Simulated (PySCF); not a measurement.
Mg⁺: ionisation energy

Mg⁺ [Ne] 3s1 (2S) → Mg²⁺ [Ne] (1S), as a difference of total energies. Computed with PySCF 2.14 in an uncontracted even-tempered set (22 s from 0.01 bohr⁻², ratio 2.5; 14 p from 0.013 bohr⁻², ratio 2.5; 6 d from 0.16 bohr⁻², ratio 2.7; 6 f from 0.24 bohr⁻², ratio 2.7), with the spin-free X2C one-electron Hamiltonian (Gaussian nucleus). Correlated levels: outer shells: 1s2 frozen; virtual orbitals above 40 to 60 times the deepest correlated orbital energy dropped. The calculations carry no spin-orbit coupling.

```csv
method,ionisation energy (eV),error (eV)
UHF,14.745,-0.290
LDA,15.375,+0.340
PBE,15.361,+0.326
PBE0,15.255,+0.220
r2SCAN,15.041,+0.006
BP86,15.276,+0.241
B97-3,14.992,-0.043
MP2 (outer shells),15.007,-0.028
SCS-MP2 (outer shells),14.953,-0.082
```

Reference: 15.035 eV (measured; NIST Atomic Spectra Database, ionization energies).
